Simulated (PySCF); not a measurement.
Unknowns

PySCF 2.14 calculation with couplings computed with B3LYP/pcJ-1 (spin–dipole term left out of most H,H and C,H couplings), PBE0/pcSseg-1 with gauge-including orbitals and structure optimised with GFN2-xTB; a single conformation, equivalent nuclei averaged, relativity neglected, in vacuum.

Shifts are taken against calculated references (same method and geometry level): 1H, 13C vs TMS. Multiplet labels drop J under 1 Hz and among equivalent protons, and merge close values. Unscaled 3J(H,H) run several per cent high. Where no couplings were computed, multiplicities follow the n + 1 count of equivalent neighbours, and m marks all less simple cases (inequivalent or close neighbours, rings, F or P nearby). One-bond C–F couplings are unscaled and too large by tens of Hz. Shifts are as computed. Against solution values, carbons near 30 ppm lie about +3 ppm off and those near 130 ppm about +5 ppm. Of 1211 compounds with measured shifts, 218 miss one by over three times the rms of a fit or turn the order of signals round; such compounds aren't used in these exercises.

Task: C5H3FO. 1H NMR (600 MHz, computed): δ 2.65 (d, J = 9.4 Hz, 3H). 13C{1H} NMR (computed): δ 262.4 (C, d, J = 65.1 Hz), 149.9 (C, d, J = 30.4 Hz), 116.4 (C, d, J = 262.7 Hz), 67.8 (C, d, J = 30.5 Hz), 8.3 (CH3). What is it?

Result: `CC#CC(F)=C=O`. Rings plus π bonds: 4 (no ring in the answer). 5 carbon signals for 5 carbons: no two carbons are equivalent. Carbon types of the structure: 4 × C, 1 × CH3, which accounts for all hydrogens. δC 262.4: central carbon of a ketene. δC 149.9, 67.8: alkyne carbon. δC 116.4: terminal carbon of a ketene. δC 8.3: propargylic methyl carbon; a saturated carbon with 1 carbon neighbour and no heteroatom attached.

The data come from this structure; uniqueness wasn't tested.

Task: C6H10N2OSi. 1H NMR (500 MHz, computed): δ 7.76 (s, 1H), 4.57 (s, 3H), 4.18 (s, 3H), 2.57 (s, 3H). 13C{1H} NMR (computed): δ 198.6, 149.8, 140.0, 139.2, 40.7, 28.5. What is it?

Result: SMILES CC(=O)c1cnn(C)c1[SiH3]. The formula gives 4 degrees of unsaturation (1 ring in the answer). 6 carbon signals for 6 carbons: no two carbons are equivalent. Carbon types of the structure: 3 × C, 1 × CH, 2 × CH3, leaving 3 H on heteroatoms. δC 198.6: ketone carbonyl carbon; low-lying n→π* states of the double bond to the heteroatom give a large paramagnetic term (-258 ppm). δC 149.8: substituted aromatic carbon next to a ring nitrogen. δC 140.0: aromatic CH next to a ring nitrogen. δC 139.2: substituted aromatic carbon.

This is the structure that produced the data.
